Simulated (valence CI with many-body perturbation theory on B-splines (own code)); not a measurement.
**Tm²⁰⁺: calculated level list**

Level of theory: relativistic CI+MBPT: three valence electrons over a frozen Dirac-Fock core [Kr] 4d10, a basis of 7 s, 7 p, 7 d, 7 f, 4 g, 2 h functions for each j, with the one-electron correlation potential Σ1 (screened to all orders), the two-electron term Σ2, the three-electron term Σ3, Breit, model QED; selected single and double excitations, second order for the rest, scaled by the run's own slope (own B-spline code, finite nucleus).

No measured levels were compared; by estimate terms of the open shell hold to a few per cent of their energy, and close levels can change places. The list stops below the first excitations out of the core.

Levels 46 to 90 of 136, with energies above the lowest level, (4f5/2^3) J=9/2. "Leading %" is the weight of the configuration and term that name the level; weights of strongly mixed levels are sums over their largest components and can fall short. In the jj column 3d3/2^4 stands for four electrons in 3d with j = 3/2.

```tsv
No.	Configuration	Term	J	E (cm⁻¹)	Leading %	Second component	g	Leading jj
46	4f2 5s	4F	5/2	446360	80	12 % 4f2 5s 2F	1.019	4f5/2^2 5s (66 %)
47	4f2 5s	2H	9/2	449280	59	28 % 4f2 5s 4H	0.960	4f5/2 4f7/2 5s (84 %)
48	4f2 5s	4F	7/2	453610	90	8 % 4f2 5s 2G	1.201	4f5/2 4f7/2 5s (97 %)
49	4f2 5s	4H	13/2	455560	98		1.226	4f7/2^2 5s (74 %)
50	4f2 5s	4F	9/2	455840	55	27 % 4f2 5s 2G	1.196	4f5/2 4f7/2 5s (95 %)
51	4f2 5s	2G	7/2	460700	57	34 % 4f2 5s 2F	0.977	4f5/2 4f7/2 5s (91 %)
52	4f2 5s	2F	5/2	461090	78	17 % 4f2 5s 4F	0.900	4f5/2 4f7/2 5s (82 %)
53	4f2 5s	2H	11/2	465750	89	7 % 4f2 5s 4H	1.086	4f7/2^2 5s (64 %)
54	4f2 5s	2G	9/2	472860	56	40 % 4f2 5s 4F	1.190	4f7/2^2 5s (96 %)
55	4f2 5s	2F	7/2	478450	65	28 % 4f2 5s 2G	1.070	4f7/2^2 5s (95 %)
56	4f2 5s	2D	5/2	482700	57	33 % 4f2 5s 4P	1.302	4f5/2 4f7/2 5s (76 %)
57	4f2 5s	2D	3/2	484050	71	13 % 4f2 5s 4P	0.946	4f5/2 4f7/2 5s (62 %)
58	4f2 5s	4P	1/2	487050	93		2.578	4f5/2^2 5s (64 %)
59	4f2 5s	4P	3/2	492800	84	8 % 4f2 5s 2P	1.627	4f5/2 4f7/2 5s (91 %)
60	4f2 5s	2I	13/2	495600	98		1.078	4f5/2 4f7/2 5s (74 %)
61	4f2 5s	2I	11/2	495870	96		0.927	4f5/2 4f7/2 5s (70 %)
62	4f2 5s	2P	1/2	501670	95	4 % 4f2 5s 4P	0.762	4f5/2 4f7/2 5s (83 %)
63	4f2 5s	4P	5/2	502540	66	32 % 4f2 5s 2D	1.457	4f7/2^2 5s (89 %)
64	4f2 5s	2P	3/2	510820	82	15 % 4f2 5s 2D	1.259	4f7/2^2 5s (70 %)
65	4f2 5s	2S	1/2	567070	95		1.994	4f7/2^2 5s (77 %)
66	4f2 5p	4I°	9/2	707560	60	31 % 4f2 5p 2H°	0.809	4f5/2^2 5p1/2 (96 %)
67	4f2 5p	4H°	7/2	715150	46	34 % 4f2 5p 2G°	0.808	4f5/2^2 5p1/2 (91 %)
68	4f2 5p	4G°	5/2	723560	69	25 % 4f2 5p 2F°	0.674	4f5/2^2 5p1/2 (83 %)
69	4f2 5p	4I°	11/2	725710	52	18 % 4f2 5p 4H°	1.005	4f5/2 4f7/2 5p1/2 (99 %)
70	4f2 5p	4H°	9/2	726340	38	27 % 4f2 5p 4G°	1.046	4f5/2 4f7/2 5p1/2 (98 %)
71	4f2 5p	2D°	3/2	727100	45	40 % 4f2 5p 4F°	0.707	4f5/2^2 5p1/2 (77 %)
72	4f2 5p	4G°	7/2	733760	39	18 % 4f2 5p 4F°	1.045	4f5/2 4f7/2 5p1/2 (96 %)
73	4f2 5p	4F°	5/2	736170	35	29 % 4f2 5p 4D°	1.155	4f5/2 4f7/2 5p1/2 (97 %)
74	4f2 5p	2H°	9/2	737530	31	29 % 4f2 5p 2G°	1.061	4f5/2 4f7/2 5p1/2 (96 %)
75	4f2 5p	4G°	11/2	739300	53	25 % 4f2 5p 2H°	1.193	4f7/2^2 5p1/2 (74 %)
76	4f2 5p	2F°	7/2	741050	35	26 % 4f2 5p 4D°	1.137	4f5/2 4f7/2 5p1/2 (95 %)
77	4f2 5p	2I°	13/2	741300	36	33 % 4f2 5p 4H°	1.130	4f7/2^2 5p1/2 (66 %)
78	4f2 5p	2F°	7/2	753950	34	29 % 4f2 5p 4D°	1.178	4f7/2^2 5p1/2 (98 %)
79	4f2 5p	2H°	9/2	757530	35	20 % 4f2 5p 2G°	1.069	4f7/2^2 5p1/2 (98 %)
80	4f2 5p	2P°	3/2	761450	36	26 % 4f2 5p 2D°	1.209	4f5/2 4f7/2 5p1/2 (68 %)
81	4f2 5p	2F°	5/2	762800	50	23 % 4f2 5p 2D°	1.022	4f5/2 4f7/2 5p1/2 (72 %)
82	4f2 5p	4D°	1/2	766500	54	16 % 4f2 5p 2S°	0.711	4f5/2^2 5p1/2 (76 %)
83	4f2 5p	4P°	1/2	769910	39	30 % 4f2 5p 2S°	1.636	4f5/2 4f7/2 5p1/2 (98 %)
84	4f2 5p	2I°	11/2	774860	52	46 % 4f2 5p 2H°	1.003	4f5/2 4f7/2 5p1/2 (73 %)
85	4f2 5p	4D°	3/2	775390	58	16 % 4f2 5p 2P°	1.234	4f5/2 4f7/2 5p1/2 (91 %)
86	4f2 5p	2K°	13/2	775440	58	37 % 4f2 5p 2I°	0.996	4f5/2 4f7/2 5p1/2 (65 %)
87	4f2 5p	4S°	3/2	784200	33	26 % 4f2 5p 4P°	1.587	4f7/2^2 5p1/2 (81 %)
88	4f2 5p	2D°	5/2	784910	35	29 % 4f2 5p 4D°	1.196	4f7/2^2 5p1/2 (84 %)
89	4f2 5p	4H°	7/2	835160	39	27 % 4f2 5p 2G°	0.841	4f5/2^2 5p3/2 (95 %)
90	4f2 5p	4H°	9/2	835510	35	29 % 4f2 5p 2H°	0.903	4f5/2^2 5p3/2 (88 %)
```

Where two levels of one J and parity lie close, their mixing, g and order are uncertain.
